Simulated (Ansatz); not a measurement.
Computed with Ansatz on PBE0-D4/def2-TZVP structures; ΔE is electronic, products minus reactants. CCSD(T)/CBS is the MP2 limit (def2-TZVPP, def2-QZVPP) plus CCSD(T) − MP2 in def2-TZVPP, frozen cores. This one scheme is used for every species. DFT in def2-TZVPP. B3LYP here is the variant with VWN-RPA as its local correlation; programs differ in this. HSE06 is defined as in plane-wave codes. Elements past krypton have def2 core potentials. For I outer-core shells are correlated without core-valence functions, which leaves a few kJ/mol of doubt a bond. Each species was taken in one conformer, which may not be the lowest.

Reaction (ligand exchange at the Si–I bond): `O[SiH](S)I` + PH₃ → `O[SiH](P)S` + HI

```csv
level,ΔE (kJ/mol),difference from CCSD(T)/CBS
LDA (SPW92),58.0,-11.0
PBE-D4,60.2,-8.8
revPBE-D4,59.0,-10.0
BLYP-D4,62.8,-6.2
r2SCAN-D4,64.7,-4.3
B97M-V,57.9,-11.1
PBE0-D4,63.2,-5.8
B3LYP-D4,65.4,-3.6
r2SCANh-D4,65.6,-3.4
r2SCAN0-D4,66.8,-2.2
HSE06-D4,63.6,-5.4
BHLYP-D4,70.8,1.8
CAM-B3LYP-D4,64.5,-4.5
ωB97X-V,64.6,-4.4
ωB97M-V,67.1,-1.9
B2PLYP,67.2,-1.8
PBE-QIDH,67.5,-1.5
PBE,60.2,-8.8
revPBE,60.6,-8.4
BLYP,62.9,-6.1
r2SCAN,65.0,-4.0
PBE0,63.2,-5.8
r2SCANh,65.8,-3.2
HSE06,63.5,-5.5
BHLYP,68.8,-0.2
CAM-B3LYP,64.3,-4.7
RPA@PBE/def2-TZVPP,61.0,-8.0
HF/def2-SVP,71.6,2.6
MP2/def2-SVP,68.0,-1.0
CCSD/def2-SVP,63.6,-5.4
HF/def2-TZVPP,74.8,5.8
MP2/def2-TZVPP,71.4,2.4
SCS-MP2/def2-TZVPP,70.1,1.1
CCSD(T)/def2-TZVPP,62.9,-6.1
HF/def2-QZVPP,75.1,6.1
MP2/def2-QZVPP,75.0,6.0
SCS-MP2/def2-QZVPP,73.3,4.3
HF/CBS(def2),75.2,6.2
MP2/CBS(def2),77.5,8.5
CCSD/CBS(def2),69.9,0.9
CCSD(T)/CBS,69.0,0
```

(1) What do rigid-rotor, harmonic-oscillator terms from PBE0-D4/def2-TZVP frequencies (298.15 K, 1 bar) make of the CCSD(T)/CBS value? (An estimate is asked.)

Largest T1 diagnostic among the species: 0.013.

Answers

(1) The calculation gave: ΔZPE = -4.6 kJ/mol, ΔH = +65.0 kJ/mol, ΔS = -6 J/(mol·K), ΔG = +66.7 kJ/mol.

From BLYP to BHLYP (50 % exact exchange), in def2-TZVPP and without D4, ΔE moves by +5.9 kJ/mol. In def2-TZVPP, CCSD(T) changes the Hartree–Fock value by −11.9 kJ/mol (the triples alone add −0.9 kJ/mol) and MP2 by −3.4 kJ/mol.

CCSD(T)/CBS has its own doubt, a few kJ/mol and more with outer-core shells, so smaller differences from it don't rank the levels.
